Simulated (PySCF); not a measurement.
Computed properties of MgO, SMILES [O]=[Mg]

MgO, SMILES [O]=[Mg]. Geometry optimised at r2SCAN-D4/def2-TZVPD. Other conformers were not sampled. All values are computed for the isolated molecule unless a solvent is named; none is compared with measurement here.

**Structure.** The optimised structure has C∞v symmetry. All 1 harmonic modes at r2SCAN-D4/def2-TZVPD (PySCF) are real, so it is a minimum.

**Vibrations.** The strongest infrared lines (harmonic, unscaled, degenerate partners summed) lie at 831 cm⁻¹ (16 km/mol, O 60 %, Mg 40 %). The softest mode is at 831 cm⁻¹ and the zero-point energy is 1.2 kcal/mol.

**Electronic structure.** CAM-B3LYP/def2-TZVPD (PySCF) places the frontier levels at -7.53 and -2.82 eV, a gap of 4.71 eV, and gives a dipole moment of 7.99 D and a mean polarisability of 51.8 bohr³. PBE/def2-TZVPD (PySCF) at the same geometry gives -4.83 and -4.31 eV, so its gap is 4.19 eV narrower. An orbital gap is neither the optical nor the fundamental gap.

**Excitations.** TDA-M06-2X/def2-TZVPD (PySCF) has S1 at 0.62 eV (1997 nm, f = 0.004, weak); the most intense of the 10 singlets computed lies at 5.51 eV (f = 0.24). Strengths of degenerate partners are summed. T1 (TDA) is at 0.13 eV, 0.49 eV under S1. TDA-PBE/def2-TZVPD (PySCF) puts S1 at 0.73 eV.
